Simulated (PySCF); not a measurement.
Where the electron goes

Compound: C4H11ClSi2.
Cartesian coordinates in Å at the PBE0-D3(BJ)/def2-SVP level; atoms count from 1:
```
atom  x, y, z in Å
C1     1.4310   -1.0936    2.1159
C2     1.4931    0.1320    1.5869
C3     1.5932    0.4384    0.1300
Si4    0.0657    1.3425   -0.5572
Si5   -1.9024    0.1475   -0.1106
C6    -2.0999   -0.1198    1.7614
Cl7   -1.8328    1.4247    2.6305
H8     1.4805   -1.9900    1.4885
H9     1.3365   -1.2416    3.1947
H10    1.4351    0.9954    2.2613
H11    1.7367   -0.4837   -0.4574
H12    2.4598    1.0922   -0.0750
H13   -0.0372    2.7079    0.0431
H14    0.2235    1.5001   -2.0391
H15   -1.8767   -1.2018   -0.7655
H16   -3.0931    0.8921   -0.6257
H17   -1.3543   -0.8378    2.1305
H18   -3.1039   -0.4826    2.0243
```

Computed with PySCF 2.14.0, density-fitted response routines, TDDFT wB97X-D/def2-SVPD, vertical, gas phase, core orbitals frozen in the response.

Frontier orbitals with the atoms that hold most of them (Löwdin shares over 4%, at most four atoms; ? is withheld):

```tsv
orbital	ε (eV)	atoms
HOMO-3	-10.48	Cl7 75%, C6 12%
HOMO-2	-10.09	Cl7 33%, Si5 21%, Si4 14%, H15 7%
HOMO-1	-9.89	?
HOMO	-9.11	C1 32%, C2 26%, C3 14%, Si4 8%
LUMO	1.53	?
LUMO+1	1.65	Si5 14%, C1 14%, Si4 14%, C2 12%
LUMO+2	1.75	Si4 26%, Si5 15%, Cl7 8%, C3 8%
```

Question: Which atoms hold the HOMO-1, and with what shares?

Answer: Cl7 (bonded to C) 29%; Si5 (bonded to C, Si and 2 H) 19%; C6 (bonded to Cl, Si and 2 H) 18%; Si4 (bonded to C, Si and 2 H) 16%. By element: silicon 35%, chlorine 29%, carbon 18% or more.

Question: Give the leading atoms of the LUMO.

Answer: C2 (bonded to 2 C and H) 15%; Cl7 (bonded to C) 15%; C1 (bonded to C and 2 H) 13%; Si5 (bonded to C, Si and 2 H) 12%. By element: carbon 28% or more, chlorine 15%, silicon 12% or more.

Question: How does S1 compare with the orbital gap of 10.64 eV?

Answer: S1 is at 6.62 eV (f = 0.209), 4.02 eV below the gap, made of HOMO→LUMO (65%), HOMO→LUMO+1 (18%), HOMO→LUMO+2 (10%). Without the coupling terms of the response equations the lowest excitation would equal the gap.

Next come S2 at 6.78 eV (f 0.023), HOMO-1→LUMO (22%), HOMO-2→LUMO (13%), HOMO-1→LUMO+3 (12%); S3 at 6.87 eV (f 0.021), HOMO→LUMO+1 (40%), HOMO→LUMO+2 (40%); S4 at 7.08 eV (f 0.022), HOMO→LUMO+2 (30%), HOMO→LUMO (13%), HOMO-1→LUMO+1 (12%); S5 at 7.23 eV (f 0.0054), HOMO-3→LUMO (33%), HOMO-3→LUMO+3 (17%), HOMO-3→LUMO+1 (14%).

Löwdin shares depend on the basis, the more so with diffuse functions.

One conformer stands for the species.
